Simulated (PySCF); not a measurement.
Fine-structure interval of W(29+) by level of theory

W(29+) [Kr] 4d9 [4d3/2^4 4d5/2^5, M_J = 5/2] → W(29+) [Kr] 4d9 [4d3/2^3 4d5/2^6, M_J = 3/2], as a difference of total energies. Calculation: PySCF 2.14, in an even-tempered Gaussian basis (17 s from 2.6 bohr⁻², ratio 2.8; 14 p from 3.4 bohr⁻², ratio 2.8; 10 d from 3.4 bohr⁻², ratio 2.8; 3 f from 16 bohr⁻², ratio 3); the two-component X2C-1e Hamiltonian. Correlated levels: [Ar] 3d10 frozen; the 102 highest virtual spinors dropped. "Screened" scales the spin-orbit matrix elements by Boettger's factors to mimic the two-electron term; Breit and QED terms are absent.

| method | fine-structure interval (cm⁻¹) |
| --- | --- |
| GHF (screened spin-orbit) | 136870 |
| GMP2 (screened spin-orbit) | 137400 |
| GHF (bare spin-orbit) | 158480 |
